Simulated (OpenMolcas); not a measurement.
V4+ among 4 point charges of -3 e arranged as a tetrahedron (Td), 1.89 Å from the ion.
```
   1.0912    1.0912    1.0912  -3.00
   1.0912   -1.0912   -1.0912  -3.00
  -1.0912    1.0912   -1.0912  -3.00
  -1.0912   -1.0912    1.0912  -3.00
```

```yaml
Program: OpenMolcas
Method: "SS-CASPT2, IPEA 0.25 Eh, imaginary shift 0.1 Eh (closed shells correlated: 3s 3p)"
Basis: ANO-RCC-VDZP [5s4p2d1f]
Scalar_Hamiltonian: DKH2, point nucleus
Active_space: 1 electron in 5 orbitals (3d)
State_averaging: 2S+1 = 2 even, 5 roots
Spin-orbit_coupling: state interaction with AMFI integrals over the reference wave functions
```

(1) What is the spin-free ground state (labels of Td)?

(2) Where is the first state of the same spin?

(3) What are the lowest two levels with spin-orbit coupling?

(4) What is χT at 300 K, and how does it compare with the textbook value?

(5) Which ligand-field parameters describe the states?

Answers

(1) 2E, 2-fold in its orbital part, 100 % from free-ion D terms; it has the highest spin that d1 allows.

(2) 2T2 at 2970 cm-1 above the ground state.

(3) A 4-fold level Γ8, then a 4-fold level Γ8 2910 cm-1 above it. Their leading multiplicities are 2 (100 %) and 2 (100 %).

(4) The lowest level has 2S+1 = 2, for which the spin-only value is χT = S(S+1) / 2 = 0.375 cm3 K/mol (g = 2). The computed 0.369 at 300 K differs by -0.006, through orbital momentum, spin-orbit coupling and any other state in reach.

(5) The gap between the two states is 10Dq = -2969 cm-1 (negative for this site). 

Roots that are degenerate in the reference are averaged as groups; the widest CASPT2 spread within a group is 100 cm-1 (the 3-fold group of multiplicity 2 near 2970 cm-1 above the lowest state of its run). Shifts and gaps below about the spread of the groups concerned are not significant. An orbital doublet at a regular site is open to a Jahn-Teller distortion, which this geometry leaves out. The ground term spreads over less than 5000 cm-1, several times less than with real ligands, so orbital moments are less quenched and χT lies further from the spin-only value than at real sites. Free-ion shares, where given, are those of the reference states; single-state CASPT2 does not remix them. Point charges carry no covalency, so the field is a model and not that of real ligands. No measured value stands beside these numbers.
